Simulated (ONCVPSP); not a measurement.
Logarithmic derivatives: neon (Ne), ONCV

| Item | Value |
| --- | --- |
| Element | neon |
| Generator | ONCVPSP 4.0.1 |
| Type | optimised norm-conserving Vanderbilt (ONCV) |
| Functional | PBE |
| Relativity | scalar-relativistic |
| Frozen core | [He] |
| Valence charge | 8 |
| Reference configuration | 2s2 2p6 |
| Partial waves | 2s: rc 0.50 bohr, ncon 3, nbas 7, qcut 12.7 1/bohr, 2 projectors, debl 1.9 Ha; 2p: rc 0.75 bohr, ncon 4, nbas 8, qcut 12.3 1/bohr, 1 projector; d scattering state at 0.18 Ha: rc 0.60 bohr, ncon 3, nbas 6, qcut 16.3 1/bohr, 2 projectors, debl 2.7 Ha |
| Local potential | polynomial inside 0.45 bohr (lpopt 4, dvloc0 6 Ha) |
| Core correction | Teter function, parameters optimised by the program |

The phase is arctan(r·R′/R) of the radial function R(r), unwrapped; energies in Ha, scanned from -3 to 5 Ha. A pole is an energy at which the radial function vanishes at the test radius. The pseudo phase is shifted by a multiple of π to meet the all-electron one at the reference energy, and phase errors are pseudo minus all-electron; the curves can meet again beyond the range given. Levels narrower than the energy grid can be missing from the lists of poles.

Question: For each channel, where are the poles, and over which energies does the pseudopotential scatter like the atom?

Answer:

```tsv
channel	radius (bohr)	reference energy (Ha)	poles, all-electron	poles, pseudo	unbroken range about the reference energy with phases within 0.05 rad	phase error 1 Ha above the reference energy (rad)
s	0.51	-1.34	none	none	the whole range	-0.000
p	0.76	-0.49	4.81	4.96	the whole range	+0.001
d	0.61	0.18	none	none	the whole range	-0.000
```

Phases in the d channel:

```csv
E (Ha),all-electron,pseudo
-2.98,0.992,0.992
-2.76,0.984,0.984
-2.54,0.975,0.975
-2.32,0.966,0.966
-2.10,0.957,0.957
-1.88,0.947,0.947
-1.66,0.937,0.937
-1.44,0.927,0.927
-1.22,0.916,0.916
-1.00,0.905,0.905
-0.78,0.894,0.894
-0.56,0.882,0.882
-0.34,0.870,0.870
-0.12,0.857,0.857
0.10,0.844,0.844
0.32,0.830,0.830
0.54,0.816,0.815
0.76,0.800,0.800
0.98,0.785,0.785
1.20,0.769,0.769
1.42,0.752,0.752
1.64,0.735,0.735
1.86,0.716,0.716
2.08,0.697,0.697
2.30,0.677,0.677
2.52,0.657,0.657
2.74,0.635,0.635
2.96,0.613,0.613
3.18,0.589,0.589
3.40,0.565,0.565
3.62,0.539,0.539
3.84,0.513,0.513
4.06,0.485,0.485
4.28,0.456,0.456
4.50,0.426,0.426
4.72,0.395,0.395
4.94,0.363,0.363
```
